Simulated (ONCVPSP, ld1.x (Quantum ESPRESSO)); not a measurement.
## Pseudopotentials across the periodic table

Generated with ld1.x 7.5 (TM, RRKJ, ultrasoft, PAW), atompaw 4.2 or ONCVPSP 4.0.1. The cutoff is in Ry: for ld1.x and atompaw files where the sum of valence levels is converged to 10 mRy in a Bessel basis, for ONCV files where the hardest occupied wave has 1 mHa per electron of residual kinetic energy. The error is the largest all-electron minus pseudo excitation energy over each file’s own four to seven test configurations (ionisations up to +4, promotions, holes and added fractions of an electron), all of which were solved. The labels leave out finer settings (local radius, basis sizes, second energies), which also bear on the numbers. Spin-polarised tests are not counted. The rows are a selection from randomly drawn settings: files with unsolved tests, undetermined cutoffs or missed reference levels are left out.

A true bound ghost makes a file unfit for plane-wave use even where its test errors are small: the radial tests pick states by their node count and pass the ghost by.

| element | potential | cutoff (Ry) | largest error (meV) | bound ghosts |
| --- | --- | --- | --- | --- |
| B | ONCV, PBEsol, scalar-relativistic, rc 1.10/0.85/0.85 (spd), local p, core correction yes, reference 2s2, qcut 5.7/8.8/13.5, projectors 2/0/1 | 25 | +28 | none |
| Si | TM, BLYP, scalar-relativistic, rc 1.90/1.45 (sp), local s, core correction no, reference 3s1.75 3p2.25 | 40 | +42 | none |
| W | ONCV, LDA (Perdew-Wang 92), scalar-relativistic, rc 2.05/1.60/1.60 (spd), local smoothed, core correction no, reference 5s2 5p6 5d4 6s1, qcut 5.6/8.1/5.4, projectors 2/1/1 | 47 | +47 | none |
| Re | ONCV, PBE, scalar-relativistic, rc 1.50/1.25/2.75 (spd), local smoothed, core correction yes, reference 5s2 5p6 5d5, qcut 7.6/5.3/6, projectors 3/3/2 | 258 | +12 | none |
| Pb | ONCV, PBE, scalar-relativistic, rc 2.10/2.00/1.20 (spd), local smoothed, core correction no, reference 5d10 6s2 6p1, qcut 3.1/4.6/8.4, projectors 2/2/2 | 49 | -122 | s, p |

(1) Fill in the row for Hg: ONCV, PBEsol, scalar-relativistic, rc 1.20/1.75/1.90/0.65 (spdf), local smoothed, core correction yes, reference 4f14 5s2 5p6 5d10 6s2, qcut 7.9/8.1/9.2/22.5, projectors 2/3/1/2.

## Answers

(1) cutoff 1660 Ry, largest error -184 meV, bound ghosts: s, p, d.
